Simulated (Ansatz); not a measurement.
Reaction (cleavage of the Sn–Si bond): `[CH3][SnH2][SiH2]S` + `[OH][AlH2]` → `[CH3][SnH2][O][AlH2]` + `[SiH3]S`

Computed with Ansatz on PBE0-D4/def2-TZVP structures; ΔE is electronic, products minus reactants. CBS: MP2 limit from def2 TZ/QZ plus the TZ coupled-cluster correction, frozen cores. This one scheme is used for every species. Functionals use def2-TZVPP. B3LYP here is the variant with VWN-RPA as its local correlation; programs differ in this. def2 core potentials past Kr. For Sn outer-core shells are correlated without core-valence functions, which leaves a few kJ/mol of doubt a bond. Each species was taken in one conformer, which may not be the lowest.

| level | ΔE (kJ/mol) | difference from CCSD(T)/CBS |
| --- | --- | --- |
| PBE-D4 | 8.1 | 17.5 |
| PBE0-D4 | 6.4 | 15.8 |
| B3LYP-D4 | -7.6 | 1.8 |
| PBE0 | 4.1 | 13.5 |
| B3LYP | -11.4 | -2.0 |
| HF/def2-TZVPP | -30.6 | -21.2 |
| CCSD(T)/def2-TZVPP | -11.1 | -1.7 |
| HF/def2-QZVPP | -33.7 | -24.3 |
| SCS-MP2/def2-QZVPP | -18.8 | -9.4 |
| HF/CBS(def2) | -34.1 | -24.7 |
| CCSD(T)/CBS | -9.4 | 0 |

Largest T1 diagnostic among the species: 0.013.

In def2-TZVPP, CCSD(T) changes the Hartree–Fock value by +19.5 kJ/mol (the triples alone add +1.4 kJ/mol) and MP2 by +20.5 kJ/mol. The D4 term adds +3.8 kJ/mol with B3LYP and +2.3 kJ/mol with PBE0; it sums over pairs of atoms, weighted by their polarisabilities, and B3LYP, whose exchange is more repulsive, gets the larger term.
